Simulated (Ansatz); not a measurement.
Cost and result for the atomization energy of C$_{6}$H$_{14}$Cl$_{2}$O$_{2}$Sn (`CC(C)[O][Sn]([Cl])([Cl])[O]C(C)C`) (25 atoms, 24 bonds).

```xyz
25

C    -1.5618   -3.2506    0.0894
C    -1.5968   -1.7468    0.2537
C    -1.1206   -1.3018    1.6210
O    -0.7524   -1.2010   -0.7622
Sn   -1.0071    0.5641   -1.5146
Cl   -2.6882    1.6352   -0.3408
Cl   -1.5756    0.4009   -3.7265
O     0.6128    1.6111   -1.4484
C     1.2798    1.8278   -0.2000
C     2.0072    3.1486   -0.3183
C     2.2128    0.6731    0.1011
H    -2.2037   -3.7318    0.8312
H    -1.9051   -3.5354   -0.9062
H    -0.5417   -3.6194    0.2208
H    -2.6290   -1.3999    0.1091
H    -1.1651   -0.2139    1.7179
H    -0.0894   -1.6248    1.7844
H    -1.7464   -1.7310    2.4072
H     0.5389    1.9124    0.6100
H     2.5365    3.3793    0.6093
H     1.3051    3.9561   -0.5305
H     2.7353    3.1012   -1.1317
H     1.6645   -0.2699    0.1577
H     2.7252    0.8302    1.0536
H     2.9645    0.5864   -0.6872
```

The species carries charge 0 and has multiplicity 1. Correlated methods include outer-core shells of Sn, which these sets cover unevenly. Sn takes the def2 core potential. The geometry is a stationary point of PBE0-D4/def2-TZVP. It is one conformer, not always the lowest. Program: Ansatz. All runs use 11 threads of an AMD EPYC 7R13 on a shared host and a whole NVIDIA H100 80 GB. Times are those of one run each, without the atoms' runs, and a repeat can differ threefold. Electronic energies, without spin–orbit coupling; frozen cores. CCSD(T)/CBS adds CCSD(T) − MP2 in def2-TZVPP to the MP2 limit, and its time is that of the two runs behind it. T1 = 0.013. With those shells the extrapolation isn't a true limit. B3LYP takes the VWN-RPA correlation (the form of Gaussian; ORCA's B3LYP/G). HSE06 is the plane-wave form, built on full-range PBE exchange.

CCSD(T)/CBS is a level of theory with its own doubt, some kJ/mol a heavy atom from the limit and from the frozen cores, so smaller differences don't rank the functionals.

| level | functions | wall time | atomization (kJ/mol) | difference from CCSD(T)/CBS | per bond |
| --- | --- | --- | --- | --- | --- |
| revPBE-D4/def2-TZVPP | 578 | 2.5 s | 9539.1 | -81.8 | -3.4 |
| PBE0-D4/def2-TZVPP | 578 | 2.7 s | 9619.9 | -1.0 | 0.0 |
| HSE06-D4/def2-TZVPP | 578 | 3 s | 9625.3 | 4.4 | 0.2 |
| r2SCANh-D4/def2-TZVPP | 578 | 3.3 s | 9560.2 | -60.7 | -2.5 |
| B3LYP-D4/def2-TZVPP (with forces) | 578 | 3.4 s | 9553.3 | -67.6 | -2.8 |
| B97M-V/def2-TZVPP | 578 | 3.5 s | 9636.7 | 15.8 | 0.7 |
| CAM-B3LYP-D4/def2-TZVPP | 578 | 3.6 s | 9606.2 | -14.7 | -0.6 |
| ωB97X-V/def2-TZVPP | 578 | 4.1 s | 9614.1 | -6.8 | -0.3 |
| B2PLYP/def2-TZVPP | 578 | 4.9 s | 9457.9 | -163.0 | -6.8 |
| CCSD(T)/def2-SVP | 244 | 5 s | 9126.2 | -494.7 | -20.6 |
| MP2/def2-QZVPP | 1098 | 7 s | 9672.1 | 51.2 | 2.1 |
| CCSD(T)/def2-TZVPP | 578 | 82 s | 9365.8 | -255.1 | -10.6 |
| CCSD(T)/CBS(def2) | – | 89 s | 9620.9 | 0.0 | 0.0 |

From r2SCAN to r2SCAN0 (25 % exact exchange), in def2-TZVPP and without D4, the atomization energy moves by −143.5 kJ/mol: exact exchange takes away binding that semilocal exchange gives to molecules. In def2-TZVPP, CCSD(T) changes the Hartree–Fock value by +2359.0 kJ/mol (the triples alone add +151.1 kJ/mol) and MP2 by +2513.6 kJ/mol; breaking electron pairs costs correlation energy, which Hartree–Fock lacks. At CCSD(T), def2-SVP lies −494.8 kJ/mol from the extrapolated value and def2-TZVPP −255.1 kJ/mol: correlation converges slowly with the basis, and small sets miss more of it in the bonded molecule than in its fragments.

Spin–orbit coupling would lower the free Sn atoms strongly, and the atomization energy with them, by more than many differences here. For some Ge, Se and Sn compounds the MP2-based and the directly extrapolated limit differ by 10 to 25 kJ/mol.
